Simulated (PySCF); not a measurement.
Input of a run (PBE0-D3(BJ)/def2-SVP geometry optimisation, gas phase, def2 core potentials past Kr (PySCF 2.14.0)), started from GFN2-xTB:
```
{"job": {"xc": "PBE0", "basis": "def2-SVP", "d3": "d3bj", "grid": 1, "maxiter": 40, "shake": 0.03, "kind": "geom"}, "charge": 0, "multiplicity": 3}
Mo     0.068870    -0.081250     0.006650
S      0.118220    -0.029000     2.307880
C      0.977090    -1.588010     2.510130
H      0.717900    -2.325500     1.852190
H      0.908790    -1.913450     3.538730
H      2.078300    -1.392630     2.307190
S      2.216090    -0.007850    -0.808320
C      1.865100     0.143160    -2.602870
H      1.445070    -0.821630    -2.877720
H      2.732820     0.378200    -3.071680
H      1.043380     0.898480    -2.714080
S     -1.232050     1.867060    -0.563170
C     -0.279090     3.157790     0.167830
H     -0.471550     3.163890     1.282350
H     -0.434020     4.052830    -0.263280
H      0.852520     2.907240     0.054470
S     -1.042190    -1.812350    -0.961120
C     -2.695030    -1.654180    -0.123460
H     -2.518570    -1.415640     0.911040
H     -3.253250    -2.608330    -0.188390
H     -3.285140    -0.902830    -0.693960
```

Output (energies in Eh, forces in Eh/bohr):
```
step   0  E = -1819.33440894  max force = 0.077719
step   1  E = -1819.36630635  max force = 0.016573
step   2  E = -1819.36904180  max force = 0.003840
step   3  E = -1819.36965533  max force = 0.003110
step   4  E = -1819.37000149  max force = 0.003119
step   5  E = -1819.37022647  max force = 0.002818
step   6  E = -1819.37027310  max force = 0.001889
step   7  E = -1819.37028323  max force = 0.001188
step   8  E = -1819.37028630  max force = 0.000959
step   9  E = -1819.37028741  max force = 0.000479
step  10  E = -1819.37028452  max force = 0.000307
step  11  E = -1819.37028225  max force = 0.000217
step  12  E = -1819.37028116  max force = 0.000208
optimisation converged
```

**Question.** Summarise the run.

**Answer.** The energy falls by 94.2 kJ/mol over 13 energy and gradient evaluations, the largest force component goes from 0.0777 to 2.1e-04 Eh/bohr, and the atoms move by 0.480 Å rms after alignment. The bond that changes most is Mo1–S12 (ends: molybdenum bonded to 4 S; sulfur bonded to C and Mo), which shortens by 0.122 Å. Bonds longer at the end by more than 0.005 Å: 9 of 20; shorter: 10. Among the angles that change most is Mo1–S2–C3, from 95.9° to 105.0°. Among the dihedrals that turn most is S2–Mo1–S12–C13, from 59° to 82°. The energy rose by more than 1e-6 Eh at steps 10, 11 and 12. The first step brought 89 % of the lowering.

**Question.** What are the final bond lengths?

**Answer.** Mo1–S2 2.294 Å, Mo1–S7 2.298 Å, Mo1–S12 2.289 Å, Mo1–S17 2.290 Å, S2–C3 1.828 Å, C3–H4 1.098 Å, C3–H5 1.099 Å, C3–H6 1.098 Å, S7–C8 1.827 Å, C8–H9 1.098 Å, C8–H10 1.099 Å, C8–H11 1.099 Å, S12–C13 1.826 Å, C13–H14 1.098 Å, C13–H15 1.099 Å, C13–H16 1.098 Å, S17–C18 1.826 Å, C18–H19 1.099 Å, C18–H20 1.099 Å, C18–H21 1.099 Å. Numbering counts from 1 in the input's order; the species is Mo(SMe)4, `C[S][Mo]([S]C)([S]C)[S]C` [triplet].

The run used 219 basis functions and 117 SCF cycles in all. Time: 26 min wall; peak memory 1.6 GiB. Hardware: Intel Xeon at 2.70 GHz, one thread, shared host with 64 logical CPUs at a one-minute load of 62.

No PBE0-D3(BJ)/def2-SVP frequencies stand behind this structure, so it isn't proved a minimum. ⟨S²⟩ = 2.017 (exact for a triplet: 2.00).
